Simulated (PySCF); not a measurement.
C2H6FNZn, SMILES [F][Zn][N](C)C.

Coordinates come from a B3LYP-D3(BJ)/def2-SVP optimisation. The structure was generated by enumeration; whether it is a known compound was not checked. Other conformers were not sampled.

All values below come from IEF-PCM-M06-2X/def2-SVP (PySCF 2.14.0).

The values are the electrostatic part of the solvation free energy, E(continuum) − E(gas) at the gas-phase geometry, in a cavity of scaled van der Waals radii (PySCF's table); cavitation and dispersion terms are not included. A continuum can't describe solvent molecules that bind to the metal. In vacuum the orbital gap is 6.94 eV. The dipole moment in vacuum is 2.15 D.

```tsv
solvent	ε	ΔG(elec) (kcal/mol)	dipole (D)	gap (eV)
water	78.36	-18.6	1.75	7.15
dichloromethane	8.93	-15.5	1.85	7.09
cyclohexanone	15.62	…	…	…
```

What belongs in the gaps? (An estimate is asked for; the answer gives what the named calculation found.)


- cyclohexanone, ΔG(elec) (kcal/mol): -17.0
- cyclohexanone, dipole (D): 1.81
- cyclohexanone, gap (eV): 7.12
